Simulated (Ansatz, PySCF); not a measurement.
Gas-phase reaction in SMILES: C1=C[Se]CC[Se]1 + 7 [H][H] (H2) -> 4 C (CH4) + 2 [SeH2] (H2Se)
Structures are relaxed separately at B3LYP-D3(BJ)/def2-TZVP in Ansatz (a first-principles code), one conformer each, not searched for the lowest.

Wanted: energy of full hydrogenation (enthalpy at 298 K, with B3LYP-D3(BJ) rigid-rotor harmonic-oscillator terms from PySCF), in eV. Correlated levels leave the core frozen unless marked. No spin-orbit coupling. Frozen are the shells of the preceding noble gas and the d and f shells that filled before the atom's block. Non-relativistic. Basis-set limits of correlation are two-point, X^-3; Hartree-Fock from the larger set.

CCSD(T)/CBS(cc-pVTZ,cc-pVQZ) (Ansatz) gives -4.71 eV.

Task: Another calculation gave -4.90 eV. Which level was it?
(A) B97M-V/def2-TZVPD (Ansatz)
(B) SVWN5/def2-TZVPD (Ansatz)
(C) wB97X/def2-TZVPD (Ansatz)
(D) r2SCAN/def2-TZVPD (Ansatz)

Result: B, SVWN5/def2-TZVPD (Ansatz). The others give -5.20 (B97M-V), -4.75 (r2SCAN), -5.35 (wB97X) eV.
